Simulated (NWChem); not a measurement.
Species: C₂H₅B; SMILES BC=C

```xyz
8

B      0.1874     1.3508     0.0002
H      1.3977     1.4055    -0.0049
H     -0.4487     2.3798     0.0071
C     -0.4981    -0.0303    -0.0012
C      0.2304    -1.1631     0.0002
H     -1.5911    -0.1271    -0.0015
H     -0.2210    -2.1625     0.0017
H      1.3257    -1.1249     0.0005
```
Atoms are numbered in this order, from 1.

All runs: NWChem. Pople sets run with spherical d functions. Coordinates come from a PBE0/def2-SVP optimisation. Core excitations by TDA in a window of 1s orbitals, non-relativistic and unshifted: absolute energies depend strongly on the exact-exchange share.

For level B K edge, B3LYP/def2-TZVP:

```
Property                                   Value
----------------------------------------  ------
first 1s excitation (eV)                   179.1
dipole oscillator strength of the first   0.0488
first state with f > 0.002 (eV)            179.1
dipole oscillator strength of that state  0.0488
```

Q: How do the values read with level B K edge, PBE/6-311G** instead?

A: The first 1s excitation (eV) is 174.0, the dipole oscillator strength of the first comes out as 0.0291 and the first state with f > 0.002 (eV) comes out as 174.0. The dipole oscillator strength of that state is 0.0291.
